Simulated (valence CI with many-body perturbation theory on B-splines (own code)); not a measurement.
Zn23+: calculated level list

Level of theory: valence CI with perturbative core correlation (CI+MBPT): five valence electrons over a frozen Dirac-Fock core [He], a basis of 9 s, 9 p, 8 d, 6 f, 3 g, 1 h functions for each j, with the one-electron correlation potential Σ1, the two-electron term Σ2, the three-electron term Σ3, Breit, model QED; selected CI, second order for the rest (own B-spline code, finite nucleus).

No measured spectrum was set against this ion. As an estimate, levels of excited configurations hold to 0.05 to 0.15 % of their energy, terms of the ground configuration to about 0.5 %. Among the levels kept, up to 2200 cm⁻¹ of a level comes from second order outside the variational space, and about a tenth of that is noise between levels of different J, which matters for small intervals.

Levels 1 to 45 of 84, with energies above the lowest level, (2s^2 2p1/2^2 2p3/2) J=3/2. "Leading %" is the weight of the configuration and term that name the level; weights of strongly mixed levels are sums over their largest components and can fall short. In the jj column 3d3/2^4 stands for four electrons in 3d with j = 3/2.

| No. | Configuration | Term | J | E (× 10³ cm⁻¹) | Leading % | g | Leading jj |
| --- | --- | --- | --- | --- | --- | --- | --- |
| 1 | 2s²2p³ | ⁴S° | 3/2 | 0.00 | 71 | 1.763 | 2s^2 2p1/2^2 2p3/2 (75 %) |
| 2 | 2s²2p³ | ²D° | 3/2 | 187.97 | 65 | 1.128 | 2s^2 2p1/2 2p3/2^2 (78 %) |
| 3 | 2s²2p³ | ²D° | 5/2 | 254.34 | 100 | 1.195 | 2s^2 2p1/2 2p3/2^2 (100 %) |
| 4 | 2s²2p³ | ²P° | 1/2 | 357.36 | 99 | 0.659 | 2s^2 2p1/2 2p3/2^2 (99 %) |
| 5 | 2s²2p³ | ²P° | 3/2 | 500.71 | 65 | 1.230 | 2s^2 2p3/2^3 (94 %) |
| 6 | 2s2p⁴ | ⁴P | 5/2 | 956.72 | 94 | 1.572 | 2s 2p1/2^2 2p3/2^2 (87 %) |
| 7 | 2s2p⁴ | ⁴P | 3/2 | 1084.8 | 94 | 1.684 | 2s 2p1/2 2p3/2^3 (70 %) |
| 8 | 2s2p⁴ | ⁴P | 1/2 | 1110.6 | 87 | 2.578 | 2s 2p1/2^2 2p3/2^2 (54 %) |
| 9 | 2s2p⁴ | ²D | 3/2 | 1328.8 | 84 | 0.905 | 2s 2p1/2 2p3/2^3 (52 %) |
| 10 | 2s2p⁴ | ²D | 5/2 | 1372.3 | 94 | 1.219 | 2s 2p1/2 2p3/2^3 (87 %) |
| 11 | 2s2p⁴ | ²S | 1/2 | 1517.0 | 58 | 1.611 | 2s 2p1/2^2 2p3/2^2 (45 %) |
| 12 | 2s2p⁴ | ²P | 3/2 | 1579.6 | 87 | 1.265 | 2s 2p1/2 2p3/2^3 (78 %) |
| 13 | 2s2p⁴ | ²P | 1/2 | 1767.4 | 66 | 1.133 | 2s 2p3/2^4 (68 %) |
| 14 | 2p⁵ | ²P° | 3/2 | 2452.4 | 98 | 1.329 | 2p1/2^2 2p3/2^3 (98 %) |
| 15 | 2p⁵ | ²P° | 1/2 | 2657.4 | 98 | 0.659 | 2p1/2 2p3/2^4 (98 %) |
| 16 | 2s²2p²3s | ⁴P | 1/2 | 10010 | 67 | 2.215 | 2s^2 2p1/2^2 3s (91 %) |
| 17 | 2s²2p²3s | ⁴P | 3/2 | 10156 | 91 | 1.698 | 2s^2 2p1/2 2p3/2 3s (98 %) |
| 18 | 2s²2p²3s | ²P | 1/2 | 10189 | 75 | 1.130 | 2s^2 2p1/2 2p3/2 3s (97 %) |
| 19 | 2s²2p²3s | ⁴P | 5/2 | 10217 | 65 | 1.461 | 2s^2 2p1/2 2p3/2 3s (88 %) |
| 20 | 2s²2p²3s | ²P | 3/2 | 10247 | 53 | 1.102 | 2s^2 2p1/2 2p3/2 3s (94 %) |
| 21 | 2s²2p²3p | ⁴D° | 1/2 | 10253 | 49 | 0.696 | 2s^2 2p1/2^2 3p1/2 (91 %) |
| 22 | 2s²2p²3p | ⁴D° | 3/2 | 10333 | 45 | 1.342 | 2s^2 2p1/2^2 3p3/2 (82 %) |
| 23 | 2s²2p²3p | ²S° | 1/2 | 10397 | 37 | 1.523 | 2s^2 2p1/2 2p3/2 3p1/2 (93 %) |
| 24 | 2s²2p²3p | ⁴D° | 3/2 | 10428 | 42 | 1.197 | 2s^2 2p1/2 2p3/2 3p1/2 (89 %) |
| 25 | 2s²2p²3s | ²D | 5/2 | 10432 | 65 | 1.332 | 2s^2 2p3/2^2 3s (87 %) |
| 26 | 2s²2p²3s | ²D | 3/2 | 10450 | 54 | 1.052 | 2s^2 2p3/2^2 3s (93 %) |
| 27 | 2s²2p²3p | ⁴D° | 5/2 | 10461 | 82 | 1.318 | 2s^2 2p1/2 2p3/2 3p3/2 (56 %) |
| 28 | 2s²2p²3p | ⁴P° | 5/2 | 10474 | 45 | 1.351 | 2s^2 2p1/2 2p3/2 3p1/2 (49 %) |
| 29 | 2s²2p²3p | ⁴P° | 1/2 | 10480 | 55 | 2.067 | 2s^2 2p1/2 2p3/2 3p3/2 (89 %) |
| 30 | 2s²2p²3p | ²D° | 3/2 | 10502 | 55 | 1.220 | 2s^2 2p1/2 2p3/2 3p3/2 (93 %) |
| 31 | 2s²2p²3p | ⁴D° | 7/2 | 10525 | 67 | 1.335 | 2s^2 2p1/2 2p3/2 3p3/2 (86 %) |
| 32 | 2s²2p²3p | ⁴S° | 3/2 | 10542 | 50 | 1.741 | 2s^2 2p1/2 2p3/2 3p1/2 (47 %) |
| 33 | 2s²2p²3p | ²P° | 3/2 | 10571 | 60 | 1.230 | 2s^2 2p1/2 2p3/2 3p3/2 (52 %) |
| 34 | 2s²2p²3p | ²F° | 5/2 | 10591 | 36 | 1.192 | 2s^2 2p1/2 2p3/2 3p3/2 (70 %) |
| 35 | 2s²2p²3s | ²S | 1/2 | 10593 | 82 | 1.982 | 2s^2 2p3/2^2 3s (91 %) |
| 36 | 2s²2p²3d | ⁴F | 3/2 | 10609 | 51 | 0.721 | 2s^2 2p1/2^2 3d3/2 (91 %) |
| 37 | 2s²2p²3p | ²P° | 1/2 | 10631 | 71 | 0.834 | 2s^2 2p1/2 2p3/2 3p3/2 (65 %) |
| 38 | 2s²2p²3d | ⁴F | 5/2 | 10649 | 34 | 1.187 | 2s^2 2p1/2^2 3d5/2 (84 %) |
| 39 | 2s2p³3s | ⁶S° | 5/2 | 10706 | 86 | 1.909 | 2s 2p1/2^2 2p3/2 3s (43 %) |
| 40 | 2s²2p²3p | ²D° | 3/2 | 10725 | 41 | 1.228 | 2s^2 2p3/2^2 3p1/2 (73 %) |
| 41 | 2s²2p²3p | ²D° | 5/2 | 10730 | 47 | 1.231 | 2s^2 2p3/2^2 3p3/2 (83 %) |
| 42 | 2s²2p²3p | ²F° | 7/2 | 10743 | 68 | 1.229 | 2s^2 2p3/2^2 3p3/2 (85 %) |
| 43 | 2s²2p²3p | ²D° | 5/2 | 10752 | 70 | 1.170 | 2s^2 2p3/2^2 3p1/2 (78 %) |
| 44 | 2s²2p²3p | ²P° | 1/2 | 10759 | 84 | 0.849 | 2s^2 2p3/2^2 3p3/2 (63 %) |
| 45 | 2s²2p²3d | ²P | 3/2 | 10762 | 41 | 0.988 | 2s^2 2p1/2 2p3/2 3d3/2 (92 %) |

The ionisation energy to 2s²2p² ³P0 of the next ion comes out as 2213.1 eV (NIST: 2214 ± 8 eV (semi-empirical)). All 84 levels together are meant to be complete up to 11202 × 10³ cm⁻¹.
